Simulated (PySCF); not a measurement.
# Assigning NMR signals

Geometry:
| atom | x (Å) | y (Å) | z (Å) |
| --- | --- | --- | --- |
| C1 | 3.060 | 0.319 | -0.197 |
| C2 | 1.668 | -0.171 | -0.500 |
| O3 | 0.779 | 0.427 | 0.431 |
| C4 | -0.521 | 0.153 | 0.305 |
| C5 | -1.239 | -0.599 | -0.536 |
| F6 | -0.828 | -1.350 | -1.561 |
| C7 | -2.691 | -0.538 | -0.190 |
| O8 | -2.753 | 0.349 | 0.901 |
| C9 | -1.468 | 0.786 | 1.279 |
| H10 | 3.779 | -0.114 | -0.908 |
| H11 | 3.110 | 1.415 | -0.275 |
| H12 | 3.361 | 0.033 | 0.821 |
| H13 | 1.602 | -1.270 | -0.416 |
| H14 | 1.363 | 0.099 | -1.526 |
| H15 | -3.306 | -0.165 | -1.032 |
| H16 | -3.092 | -1.535 | 0.087 |
| H17 | -1.234 | 0.481 | 2.318 |
| H18 | -1.403 | 1.890 | 1.240 |

[PySCF: PBE0-D3(BJ)/def2-SVP structure; GIAO PBE0/pcSseg-1 shieldings; one conformer; no relativistic terms; no solvent; averaged over atoms made equivalent by symmetry, fast rotation or ring inversion]

References, each an isolated molecule treated in the same way: TMS for ¹³C (184.41 ppm), ¹H (31.27 ppm).

Problem. Assign these signals to the numbered atoms. ¹³C{¹H} NMR (computed): δ 136.0 (C), 133.5 (C), 74.2 (CH2), 72.8 (CH2), 66.5 (CH2), 17.0 (CH3).

Solution. 
```tsv
δ (ppm)	atoms	environment	reason
136.0	C5	β carbon of an enol-ether or enamine type C=C	–
133.5	C4	alkene carbon bearing oxygen	the olefinic region
74.2	C9	allylic sp3 CH2 bonded to O	deshielded by the electronegative neighbour
72.8	C7	allylic sp3 CH2 bonded to O	–
66.5	C2	sp3 CH2 bonded to O	deshielded by the electronegative neighbour
17.0	C1	methyl carbon	a saturated carbon with 1 carbon neighbour and no heteroatom attached
```

C9 and C7 lie closer than the usual error of such a calculation, so a measured spectrum could show them in the other order.

Problem. Assign these signals to the numbered atoms. ¹H NMR (400 MHz, computed): δ 4.75 (m, 2H), 4.53 (s, 2H), 4.08 (q, 2H), 1.31 (t, 3H).

Solution. 
```tsv
δ (ppm)	atoms	environment	reason
4.75	H15/H16	hydrogen on an allylic sp3 CH2 bonded to O	its carbon carries O, which withdraws density
4.53	H17/H18	hydrogen on an allylic sp3 CH2 bonded to O	–
4.08	H13/H14	hydrogen on an sp3 CH2 bonded to O	its carbon carries O, which withdraws density
1.31	H10/H11/H12	hydrogen on a methyl carbon	–
```

Splittings by ¹⁹F in the carbon and heteronuclear signals aren't shown, as no couplings were computed. Shifts are as computed. Against solution values, carbons near 30 ppm lie about +2 ppm off and those near 130 ppm about +5 ppm. Of 1211 compounds with measured shifts, 218 miss one by over three times the rms of a fit or turn the order of signals round; such compounds aren't used in these exercises. Multiplicities follow the n + 1 count of equivalent neighbours, as no J values were calculated; m marks all less simple cases, F and P coupling included.
